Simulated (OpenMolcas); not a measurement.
## Ti2+: Racah parameters, worked from levels

| Property | Result |
| --- | --- |
| Program | OpenMolcas 26.06 |
| Basis | ANO-R1 [5s4p3d1f] |
| Scalar Hamiltonian | X2C, finite nucleus |
| Active space | 2 electrons in 10 orbitals (3d 4d) |
| State averaging | 2S+1 = 3 even, 10 roots; 2S+1 = 1 even, 15 roots |
| Spin-orbit coupling | state interaction with AMFI integrals over the reference wave functions, term energies averaged over their components |

Methods: CASSCF; SS-CASPT2, IPEA 0.25 Eh, imaginary shift 0.1 Eh (closed shells correlated: 3s 3p). Measured levels: Corliss and Sugar, J. Phys. Chem. Ref. Data 8, 1 (1979).

**Racah parameters.** Above 3F, d2 has 3P at 15B, 1G at 12B + 2C and 1D at 5B + 2C. The first two fix B and C, and the third tests them; where it misses by thousands of cm-1, two parameters do not describe the configuration (Trees and configuration-interaction terms are left out) and B and C hang on the terms chosen. Term energies are centres of gravity, weighted by 2J + 1.

```tsv
Source	3P	1G	B	C	C/B	1D from B, C	1D found
CASSCF	12852	16396	857	3057	3.57	10399	10540
SS-CASPT2	10923	15152	728	3207	4.41	10054	8324
measured	10420	14156	695	2910	4.19	9295	8232
```

Energies in cm-1. From CASSCF to SS-CASPT2, B changes by -15.1 % and C by +4.9 %. Against the measured terms, SS-CASPT2 has B off by +4.7 % and C by +10.2 %.

Term energies are means over components that CASPT2 splits; among the terms shown or strongly mixed into the levels shown the widest spread is 640 cm-1 (3d2 1G, SS-CASPT2). Active for correlation alone: 4d; no level in the range computed is led by a configuration that fills it, so any true level of that kind is missing. Without dynamic correlation excited terms often stand tens of per cent too high (terms of higher spin than the ground term too low), and those without a measured partner can miss by more than the paired ones (holds for CASSCF). Computed and measured levels are paired by configuration, term and J; levels that our copy of the source lacks, or whose pairing is in doubt (as where it misses far off the trend of its configuration), stay unpaired and out of the deviations. Only configurations of the active space appear.
